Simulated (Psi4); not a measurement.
CH3O (SMILES C[O]), doublet (typed; the unrestricted solution is spin-contaminated), geometry from GFN2-xTB, with bond 5-1 at 2.2 times its length; Psi4 with HF/cc-pVDZ.

Input for Psi4:
```
memory 2 GB

molecule mol {
0 2
  C     0.007376   -0.542581   -0.035516
  O    -0.023996    0.767211    0.026174
  H     1.056498   -0.912751    0.044622
  H    -0.435222   -0.988122    0.886279
  H    -1.050678   -1.507829   -1.997207
}

set basis cc-pvdz
set reference uhf
set stability_analysis follow
set scf_type pk

energy('scf')
print_variables()
```

The log (banner, timings and long lists left out):

```
   => Loading Basis Set <=

    Name: CC-PVDZ
    Role: ORBITAL
    Keyword: BASIS

         ---------------------------------------------------------
                                   SCF
               by Justin Turney, Rob Parrish, Andy Simmonett
                          and Daniel G. A. Smith
                              UHF Reference
         ---------------------------------------------------------

  ==> Geometry <==

    Molecular point group: c1
    Full point group: C1

    Geometry (in Angstrom), charge = 0, multiplicity = 2:

       Center              X                  Y                   Z               Mass
    ------------   -----------------  -----------------  -----------------  -----------------
         C            0.030848013291    -0.617540637120    -0.000627309985    12.000000000000
         O           -0.000523986709     0.692251362880     0.061062690015    15.994914619570
         H            1.079970013291    -0.987710637120     0.079510690015     1.007825032230
         H           -0.411749986709    -1.063081637120     0.921167690015     1.007825032230
         H           -1.027205986709    -1.582788637120    -1.962318309985     1.007825032230

  Running in c1 symmetry.

  Rotational constants: A =      2.57557  B =      0.88504  C =      0.74491 [cm^-1]
  Rotational constants: A =  77213.52821  B =  26532.74362  C =  22331.97402 [MHz]
  Nuclear repulsion =   32.584539583210756

  Charge       = 0
  Multiplicity = 2
  Electrons    = 17
  Nalpha       = 9
  Nbeta        = 8

  ==> Algorithm <==

  SCF Algorithm Type is PK.
  DIIS enabled.
  MOM disabled.
  Fractional occupation disabled.
  Guess Type is SAD.
  Energy threshold   = 1.00e-06
  Density threshold  = 1.00e-06
  Integral threshold = 1.00e-12

  ==> Primary Basis <==

  Basis Set: CC-PVDZ
    Blend: CC-PVDZ
    Number of shells: 21
    Number of basis functions: 43
    Number of Cartesian functions: 45
    Spherical Harmonics?: true
    Max angular momentum: 2

  ==> Integral Setup <==

  Using in-core PK algorithm.
   Calculation information:
      Number of atoms:                   5
      Number of AO shells:              21
      Number of primitives:             59
      Number of atomic orbitals:        45
      Number of basis functions:        43

      Integral cutoff                 1.00e-12
      Number of threads:                 1

  Performing in-core PK
  Using 895862 doubles for integral storage.
  We computed 26779 shell quartets total.
[...]
    Wavefunction unstable!
    Rotating orbitals by 0.5 * pi / 2 radians along unstable eigenvector.
[...]
    Wavefunction stable under totally symmetric rotations.
    Lowest totally symmetric eigenvalue: 0.016927
    Lowest UHF->UHF stability eigenvalues:
       A 0.016927

    Stability analysis over.

  ==> Post-Iterations <==

   @Spin Contamination Metric:   5.634434213E-01
   @S^2 Expected:                7.500000000E-01
   @S^2 Observed:                1.313443421E+00
   @S   Expected:                5.000000000E-01
   @S   Observed:                5.000000000E-01

    Orbital Energies [Eh]
    ---------------------

    Alpha Occupied:

[...]
    Alpha Virtual:

[...]
      43A      3.643084

    Beta Occupied:

[...]
    Beta Virtual:

[...]
    Final Occupation by Irrep:
              A
    DOCC [     8 ]
    SOCC [     1 ]
    NA   [     9 ]
    NB   [     8 ]

  @UHF Final Energy:  -114.31489592152046

   => Energetics <=

    Nuclear Repulsion Energy =             32.5845395832107556
    One-Electron Energy =                -220.3712184675688377
    Two-Electron Energy =                  73.4717829628376222
    Total Energy =                       -114.3148959215204599

  UHF NO Occupations:
  HONO-2 :    7  A 1.9983562
  HONO-1 :    8  A 1.6670975
  HONO-0 :    9  A 1.0000000
  LUNO+0 :   10  A 0.3329025
  LUNO+1 :   11  A 0.0016438
  LUNO+2 :   12  A 0.0009909
  LUNO+3 :   13  A 0.0009852

Computation Completed

Properties will be evaluated at   0.000000,   0.000000,   0.000000 [a0]

Properties computed using the SCF density matrix

 Multipole Moments:

 ------------------------------------------------------------------------------------
     Multipole            Electronic (a.u.)      Nuclear  (a.u.)        Total (a.u.)
 ------------------------------------------------------------------------------------

 L = 1.  Multiply by 2.5417464519 to convert [e a0] to [Debye]
 Dipole X            :          0.4570101           -0.3365409            0.1204692
 Dipole Y            :          2.6908385           -3.4030449           -0.7122065
 Dipole Z            :          1.0509509           -0.9012147            0.1497362
 Magnitude           :                                                    0.7376800

 ------------------------------------------------------------------------------------

  Variable Map:
  ----------------------------------------------------------------------------
[...]
  Array Variable Map:
  ----------------------------------------------------------------------------
[...]
[...]
```
